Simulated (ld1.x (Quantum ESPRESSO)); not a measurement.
Ag (Z = 47), TM: configuration errors across variants

```
Element                 : silver
Generator               : ld1.x (Quantum ESPRESSO) 7.5
Type                    : norm-conserving Troullier–Martins (Kleinman–Bylander form)
Functional              : PBE
Relativity              : fully relativistic
Frozen core             : [Ar] 3d10
Valence charge          : 19
Reference configuration : 4s2 4p6 4d10 5s0 5p0 (charge +1)
Partial waves           : 4p (bound): rc 1.70 bohr; 4d (bound): rc 1.50 bohr; 4s (bound): rc 1.25 bohr
Local potential         : the s channel
Core correction         : Bessel-smoothed model core inside 0.85 bohr
```

Open shells are filled in proportion to 2j + 1 (rel_dist='average').

All-electron excitation energies from the reference (eV): (1) 4s2 4p6 4d10 5s1 5p0 -7.759; (2) 4s2 4p6 4d9 5s0 5p0 22.115; (3) 4s2 4p6 4d8 5s0 5p0 58.306; (4) 4s2 4p6 4d9 5s2 5p0 -3.681; (5) 4s1 4p6 4d10 5s1 5p0 94.272; (6) 4s2 4p6 4d10 5s0 5p1 -3.897; (7) 4s2 4p6 4d9 5s1 5p0 5.395.

Errors AE − PS in meV (a dash: test not solved or not reliable):

| change | (1) | (2) | (3) | (4) | (5) | (6) | (7) | bound ghosts |
| --- | --- | --- | --- | --- | --- | --- | --- | --- |
| base | +475 | +7.9 | +45 | +1199 | +838 | +127 | +763 | none |
| core correction none | +477 | +7.8 | +44 | +1208 | +849 | +127 | +767 | none |
| core correction Bessel-smoothed model core inside 0.62 bohr | +475 | +7.8 | +45 | +1198 | +837 | +127 | +763 | none |
| core correction Bessel-smoothed model core inside 0.78 bohr | +475 | +7.8 | +45 | +1199 | +838 | +127 | +763 | none |
| core correction Bessel-smoothed model core inside 0.92 bohr | +475 | +7.8 | +45 | +1200 | +838 | +127 | +764 | none |
| core correction Bessel-smoothed model core inside 1.10 bohr | +476 | +7.8 | +44 | +1201 | +841 | +127 | +764 | none |
| core correction Bessel-smoothed model core inside 1.20 bohr | +476 | +7.8 | +44 | +1204 | +845 | +127 | +765 | none |
| core correction Bessel-smoothed model core inside 1.34 bohr | +477 | +7.8 | +44 | +1207 | +848 | +127 | +767 | none |
| core correction Bessel-smoothed model core inside 1.50 bohr | +477 | +7.7 | +44 | +1208 | +849 | +127 | +767 | none |

Problem. Give the same row for: core correction Bessel-smoothed model core inside 0.52 bohr.

Solution. +475, +7.8, +45, +1198, +837, +127, +763; bound ghosts: none.
